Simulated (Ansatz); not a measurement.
`[SiH3]C1(Cl)O[SiH2]1` → `ClC1O[SiH2]1` + `[SiH2]` at 500 K and 1 bar (silylene formation by 1,1-elimination).

Calculated with Ansatz (gas phase, PBE0-D4/def2-TZVP geometries, no zero-point term in ΔE). CBS: MP2 limit from def2 TZ/QZ plus the TZ coupled-cluster correction, frozen cores. This one scheme is used for every species.

```csv
species,CCSD(T)/CBS energy (Eh),H − E (kJ/mol),S (J/(mol·K))
`[SiH3]C1(Cl)O[SiH2]1`,-1154.13608,187.1,419.8
`ClC1O[SiH2]1`,-863.85581,132.9,342.2
`[SiH2]`,-290.19011,48.0,226.5
```

H − E and S are ideal-gas, rigid-rotor, harmonic terms from PBE0-D4/def2-TZVP, for one conformer and one mirror image of each species. 1 Eh = 2625.50 kJ/mol, R = 8.31446 J/(mol·K).

**Question.** By hand: ΔE, ΔH, ΔS and ΔG.

**Answer.** ΔE = (-863.85581) + (-290.19011) − (-1154.13608) = 0.09016 Eh = 236.7 kJ/mol. Δ(H − E) = 132.9 + 48.0 − 187.1 = -6.2, so ΔH = 230.5 kJ/mol. ΔS = 342.2 + 226.5 − 419.8 = 148.9 J/(mol·K). ΔG = 230.5 − 500 × (148.9)/1000 = 156.1 kJ/mol.

**Question.** By hand: the equilibrium constant, and the temperature at which ΔG would vanish if ΔH and ΔS stayed fixed.

**Answer.** log₁₀ K = −ΔG/(RT ln 10) = -16.3. ΔG = 0 at ΔH/ΔS = 1548 K.

The number of gas molecules changes by +1, which sets the sign of ΔS. A doubt of 5 kJ/mol in ΔE shifts log₁₀ K by 0.5 here. Other conformers and mirror images would add mixing entropy, several J/(mol·K) or more a flexible species. These are equilibria of isolated gas molecules and say nothing of rates. Largest T1 diagnostic: 0.015 (customary marks: 0.02 for closed shells, 0.045 for open ones).
